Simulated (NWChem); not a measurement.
# C₃H₂N₃, doublet; SMILES [c]1ncncn1

```xyz
8

C      0.0000     0.0000     1.3101
N      1.1767     0.0000     0.7500
C      1.1236     0.0000    -0.5867
N      0.0000     0.0000    -1.2933
C     -1.1236     0.0000    -0.5867
N     -1.1767     0.0000     0.7500
H      2.0742     0.0000    -1.1336
H     -2.0742     0.0000    -1.1336
```
Atoms are numbered in this order, from 1.

Program: NWChem. Pople sets run with spherical d functions. Spin-unrestricted. In the optimisation the excess spin sits in a (C2, its own frame). Geometry: optimised at PBE0/def2-SVP, spin-unrestricted. No stability test was run on the SCF state.

### Question
Estimate the computed values for BP86/6-31G*. Quantities: highest occupied level (eV); lowest empty minus highest occupied level, either spin (eV); dipole (D); <S²>.

### Answer
| Item | Value |
|---|---|
| highest occupied level (eV) | -5.17 |
| lowest empty minus highest occupied level, either spin (eV) | 1.88 |
| dipole (D) | 1.48 |
| <S²> | 0.753 |
